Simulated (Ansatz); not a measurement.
Sn4⁺. Charge 1, multiplicity 2. Geometry B3LYP-D4/def2-SVP.

Cartesian coordinates in Å:
```
Sn 0.365 1.395 -0.206
Sn -0.558 -0.218 -2.474
Sn 0.558 0.218 2.474
Sn -0.365 -1.395 0.206
```

In the def2 sets Sn takes a core potential, while STO-3G treats all electrons; there is no spin–orbit coupling. At HF/STO-3G the charge 1 doublet is spin-contaminated (final ⟨S²⟩ up to 1.71, 0.75 for a pure state). The structure comes from a short search, and lower isomers may exist.

(1) Estimate the α-spin orbital energies around the gap (eV) in Ansatz with HF/STO-3G, PBE-D4/def2-SVP, PBE-D4/def2-TZVP, PBE0-D4/def2-SVP, PBE0-D4/def2-TZVP.

Answers

(1) 
| orbital | HF/STO-3G | PBE-D4/def2-SVP | PBE-D4/def2-TZVP | PBE0-D4/def2-SVP | PBE0-D4/def2-TZVP |
| --- | --- | --- | --- | --- | --- |
| HOMO−5 | -14.27 | -14.48 | -14.39 | -15.69 | -15.59 |
| HOMO−4 | -11.45 | -13.53 | -13.47 | -14.53 | -14.46 |
| HOMO−3 | -9.43 | -9.89 | -9.82 | -10.71 | -10.64 |
| HOMO−2 | -9.00 | -9.66 | -9.60 | -10.30 | -10.22 |
| HOMO−1 | -8.85 | -9.59 | -9.52 | -10.25 | -10.20 |
| HOMO | -8.54 | -9.49 | -9.44 | -10.25 | -10.20 |
| LUMO | -0.62 | -7.93 | -7.88 | -7.36 | -7.31 |
| LUMO+1 | -0.27 | -7.31 | -7.26 | -6.83 | -6.77 |
| LUMO+2 | -0.14 | -7.19 | -7.13 | -6.57 | -6.49 |
| LUMO+3 | 1.82 | -6.50 | -6.46 | -5.75 | -5.69 |
| LUMO+4 | 2.90 | -5.66 | -5.62 | -5.06 | -5.00 |
| LUMO+5 | 4.63 | -5.07 | -5.06 | -4.39 | -4.39 |
| β HOMO | -8.24 | -9.37 | -9.31 | -10.09 | -10.02 |
| β LUMO | -1.22 | -9.18 | -9.09 | -8.48 | -8.38 |
